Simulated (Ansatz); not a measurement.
A structure relaxed at PBE0-D4/def2-TZVP in Ansatz, charge 0, singlet:

Cartesian coordinates in Å:
```
Fe -0.948 0.814 0.350
Pt 1.303 0.529 -0.107
Pt -0.355 -1.343 -0.244
```

Question: Give its formula and point group.

Answer: FePt₂ (the lowest singlet isomer of a short search). Point group C2v (tolerance 0.1 Å).

Question: Summarise the bond lengths by kind (pairs closer than 1.2 times the sum of covalent radii, bridged metal pairs left out).

Answer: 2 × Fe–Pt 2.32 Å; 1 × Pt–Pt 2.50 Å.

In the def2 sets Pt takes a core potential; there is no spin–orbit coupling. The restricted singlet is unstable: a solution with broken spin symmetry lies lower. The relaxation made no stability test and no search for a lower SCF solution. At PBE0-D4/def2-TZVP a quintet of charge 0 lies 3.02 eV below the restricted singlet, each at its own geometry. The structure comes from a short search, and lower isomers may exist.
